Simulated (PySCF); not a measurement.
Species: allyl tiglate, C₈H₁₂O₂.
Atom-mapped SMILES: `[CH2:1]=[CH:2][CH2:3][O:4][C:5](=[O:6])/[C:7]([CH3:8])=[CH:9]/[CH3:10]` (hydrogens: H11, H12 on C1; H13 on C2; H14, H15 on C3; H16, H17, H18 on C8; H19 on C9; H20, H21, H22 on C10)

Computed by this run: PBE0-D3(BJ)/def2-SVP geometry optimisation, gas phase (PySCF 2.14.0); density fitting, grid level 2; the optimiser is geomeTRIC in internal coordinates, started from a GFN2-xTB structure.

Step 2: E = -12561.8593 eV
```
atom  x, y, z in Å  |  force x, y, z in eV/Å
C1      3.7537   -0.0503    0.9411    0.046   0.138  -0.025
C2      2.7845   -0.1690    0.0344   -0.044  -0.159   0.121
C3      1.8882   -1.3640   -0.0257   -0.107  -0.046  -0.081
O4      0.5063   -1.0297    0.1152    0.231   0.109  -0.119
C5     -0.1151   -0.5354   -0.9665   -0.210  -0.047  -0.095
O6      0.4111   -0.4176   -2.0490    0.175  -0.067   0.197
C7     -1.5296   -0.1620   -0.6994   -0.102   0.045   0.049
C8     -2.3306    0.2728   -1.8935    0.018   0.013   0.003
C9     -1.9985   -0.2000    0.5617    0.004  -0.011   0.040
C10    -3.3681    0.1748    1.0026   -0.019  -0.005  -0.027
H11     4.4227    0.8141    0.9533    0.016   0.001  -0.001
H12     3.9222   -0.8176    1.7046   -0.017   0.006  -0.013
H13     2.6224    0.5980   -0.7301    0.012   0.006  -0.001
H14     2.0269   -1.8965   -0.9810   -0.019   0.021  -0.017
H15     2.1004   -2.0501    0.8055    0.023  -0.015  -0.025
H16    -2.6130    1.3356   -1.8268    0.000   0.001   0.003
H17    -1.7391    0.1416   -2.8079    0.004  -0.003   0.001
H18    -3.2593   -0.3098   -1.9915    0.001   0.000   0.004
H19    -1.3060   -0.5348    1.3400   -0.019   0.014  -0.002
H20    -4.0039    0.5257    0.1792   -0.005   0.000  -0.006
H21    -3.8680   -0.6836    1.4831    0.002   0.000   0.000
H22    -3.3258    0.9682    1.7678    0.010  -0.001  -0.005
```

Step 3: E = -12561.8636 eV
```
atom  x, y, z in Å  |  force x, y, z in eV/Å
C1      3.7719   -0.0382    0.9346   -0.044  -0.013  -0.012
C2      2.7915   -0.1720    0.0414   -0.066  -0.031   0.023
C3      1.8980   -1.3690   -0.0401   -0.040  -0.078   0.009
O4      0.5165   -1.0439    0.1227    0.009   0.112   0.231
C5     -0.1249   -0.5572   -0.9495    0.207  -0.153  -0.050
O6      0.4212   -0.4615   -2.0235   -0.153   0.125  -0.129
C7     -1.5381   -0.1711   -0.6833    0.066   0.013  -0.043
C8     -2.3245    0.2749   -1.8836    0.016   0.003   0.027
C9     -2.0153   -0.2064    0.5746   -0.046   0.011  -0.035
C10    -3.3887    0.1850    0.9927    0.023  -0.026   0.003
H11     4.4277    0.8361    0.9439   -0.006   0.013  -0.019
H12     3.9628   -0.8062    1.6912    0.002  -0.017   0.010
H13     2.6127    0.6037   -0.7092    0.004   0.040  -0.045
H14     2.0278   -1.8778   -1.0096   -0.001   0.042   0.003
H15     2.1232   -2.0738    0.7709    0.007  -0.036   0.010
H16    -2.5957    1.3403   -1.8170   -0.003   0.013   0.008
H17    -1.7278    0.1395   -2.7937    0.014  -0.013  -0.002
H18    -3.2584   -0.2971   -1.9890   -0.010  -0.007  -0.006
H19    -1.3369   -0.5486    1.3608    0.017   0.000   0.012
H20    -4.0078    0.5405    0.1590    0.002  -0.001  -0.010
H21    -3.9049   -0.6664    1.4674   -0.008  -0.011   0.008
H22    -3.3492    0.9795    1.7562    0.008   0.012   0.009
```

Step 4: E = -12561.8666 eV
```
atom  x, y, z in Å  |  force x, y, z in eV/Å
C1      3.7791   -0.0243    0.8985   -0.042  -0.088   0.035
C2      2.7832   -0.1982    0.0304    0.010   0.105  -0.097
C3      1.8816   -1.3891   -0.0120    0.068  -0.032   0.083
O4      0.5110   -1.0322    0.1539    0.029   0.017  -0.040
C5     -0.1144   -0.5456   -0.9288   -0.064   0.089   0.043
O6      0.4287   -0.4242   -2.0019    0.041  -0.076   0.036
C7     -1.5288   -0.1612   -0.6709    0.011  -0.003  -0.033
C8     -2.2964    0.2995   -1.8767   -0.034   0.007   0.006
C9     -2.0233   -0.2131    0.5797   -0.015  -0.014  -0.034
C10    -3.4042    0.1630    0.9835    0.003   0.005   0.014
H11     4.4277    0.8547    0.8554   -0.015   0.000   0.004
H12     3.9908   -0.7602    1.6815    0.011  -0.008   0.004
H13     2.5949    0.5543   -0.7430   -0.002   0.002  -0.021
H14     1.9940   -1.9148   -0.9741    0.013   0.016  -0.004
H15     2.1056   -2.0823    0.8102   -0.002  -0.017  -0.003
H16    -2.5669    1.3649   -1.8015   -0.002   0.000   0.003
H17    -1.6846    0.1724   -2.7782   -0.006  -0.001   0.006
H18    -3.2295   -0.2701   -2.0037   -0.006   0.003  -0.004
H19    -1.3528   -0.5591    1.3717    0.001  -0.009   0.000
H20    -4.0144    0.5222    0.1446    0.002  -0.002   0.000
H21    -3.9205   -0.6970    1.4433    0.002   0.000   0.002
H22    -3.3796    0.9507    1.7552   -0.005   0.004   0.002
```

Step 5: E = -12561.8679 eV
```
atom  x, y, z in Å  |  force x, y, z in eV/Å
C1      3.7772   -0.0425    0.9010    0.045   0.091  -0.016
C2      2.7896   -0.1859    0.0187    0.047  -0.067   0.063
C3      1.8856   -1.3743   -0.0075   -0.021   0.017  -0.059
O4      0.5182   -1.0068    0.1607   -0.055  -0.004  -0.008
C5     -0.1102   -0.5336   -0.9265   -0.032   0.017  -0.009
O6      0.4371   -0.4287   -1.9991   -0.013  -0.017  -0.021
C7     -1.5284   -0.1555   -0.6778   -0.017   0.010   0.036
C8     -2.3070    0.2951   -1.8804    0.027   0.002  -0.016
C9     -2.0223   -0.2068    0.5728    0.016  -0.029   0.036
C10    -3.4033    0.1589    0.9846   -0.006   0.008  -0.013
H11     4.4410    0.8255    0.8730    0.019  -0.005   0.024
H12     3.9663   -0.7906    1.6786   -0.008   0.010  -0.011
H13     2.6143    0.5683   -0.7574    0.004  -0.034   0.024
H14     1.9925   -1.9065   -0.9664   -0.011  -0.011  -0.008
H15     2.1101   -2.0626    0.8191    0.000   0.018  -0.012
H16    -2.5858    1.3586   -1.8063    0.004  -0.005   0.000
H17    -1.6991    0.1700   -2.7847   -0.003   0.001  -0.008
H18    -3.2365   -0.2822   -2.0010    0.007   0.001   0.000
H19    -1.3465   -0.5459    1.3636   -0.005  -0.005   0.001
H20    -4.0214    0.5109    0.1482   -0.004   0.000   0.003
H21    -3.9098   -0.7042    1.4498    0.006   0.004  -0.002
H22    -3.3805    0.9491    1.7542   -0.001  -0.002  -0.005
```

**Question.** Estimate the geometry and energy of step 6. (The exact step hangs on the optimiser's Hessian estimate; all steps are aligned on step 5, rigid shifts and turns removed.)

**Answer.** E = -12561.8696 eV, largest force 0.070 eV/Å
```
atom  x, y, z in Å  |  force x, y, z in eV/Å
C1      3.7820   -0.0395    0.9159   -0.011  -0.005   0.007
C2      2.7996   -0.1847    0.0273   -0.004  -0.001   0.014
C3      1.8887   -1.3688   -0.0190   -0.006  -0.014  -0.008
O4      0.5190   -1.0042    0.1475    0.024   0.045   0.024
C5     -0.1180   -0.5393   -0.9383   -0.004  -0.067  -0.018
O6      0.4177   -0.4510   -2.0183    0.003   0.019   0.000
C7     -1.5337   -0.1594   -0.6794    0.014   0.023   0.000
C8     -2.3148    0.2894   -1.8815    0.006   0.008   0.007
C9     -2.0208   -0.2085    0.5741   -0.015  -0.004  -0.003
C10    -3.3995    0.1654    0.9880    0.004  -0.011  -0.002
H11     4.4473    0.8276    0.9017   -0.004   0.003  -0.014
H12     3.9649   -0.7909    1.6914    0.000  -0.003   0.006
H13     2.6304    0.5733   -0.7452    0.001   0.003  -0.009
H14     1.9998   -1.8934   -0.9818   -0.009   0.010  -0.004
H15     2.1075   -2.0648    0.8022    0.002  -0.007  -0.002
H16    -2.5912    1.3534   -1.8093   -0.001   0.002   0.001
H17    -1.7102    0.1612   -2.7877    0.001  -0.004   0.000
H18    -3.2454   -0.2864   -1.9978   -0.001  -0.001  -0.001
H19    -1.3442   -0.5505    1.3627    0.002   0.002   0.001
H20    -4.0181    0.5185    0.1526   -0.001  -0.001  -0.001
H21    -3.9086   -0.6941    1.4563   -0.003   0.000   0.003
H22    -3.3712    0.9570    1.7556    0.002   0.003   0.000
```

The energy changes by -0.0017 eV. The first-order estimate −F·Δx gives -0.0040 eV and the mean of the old and new forces, exact on a quadratic surface, -0.0018 eV. The step makes an angle of 74° with the force vector and moves no atom by more than 0.035 Å.

The cost below is that of the whole optimisation. Hardware: one thread of an Arm Neoverse V1, no GPU (shared host). Cost: 3.7 min wall, 1.1 GiB resident at most.
